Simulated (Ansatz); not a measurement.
```xyz
13

C    -0.224   -1.233    1.520
Si   -0.587   -0.387   -0.103
O    -0.588   -1.433   -1.386
Si    1.028    1.243   -0.589
O     0.711    2.143   -1.923
Cl    1.042    2.440    1.109
H    -0.995   -1.968    1.762
H     0.741   -1.745    1.492
H    -0.196   -0.495    2.326
H    -1.911    0.302    0.005
H    -1.258   -2.117   -1.411
H     2.413    0.755   -0.776
H    -0.175    2.495   -2.027
```

The species carries charge 0 and has multiplicity 1.

(1) List the B3LYP/def2-TZVPP orbital energies in eV (Ansatz). (Estimate.)

Answers

(1) Ansatz gave: Occupied: -2762.21, -1800.09, -1799.34, -520.89, -520.71, -276.56, -256.97, -195.97, -195.86, -195.85, -144.47, -143.81, -99.85, -99.79, -99.74, -99.16, -99.12, -99.10, -27.78, -27.56, -22.33, -19.34, -15.85, -15.20, -13.11, -12.36, -11.48, -11.37, -10.99, -10.67, -10.16, -10.00, -9.63, -8.94, -8.80, -8.45, -7.46. Lowest empty: -0.56, -0.42, 0.80, 1.10, 1.36, 1.55, 2.16, 2.33.

B3LYP here is the variant with VWN-RPA as its local correlation; programs differ in this.
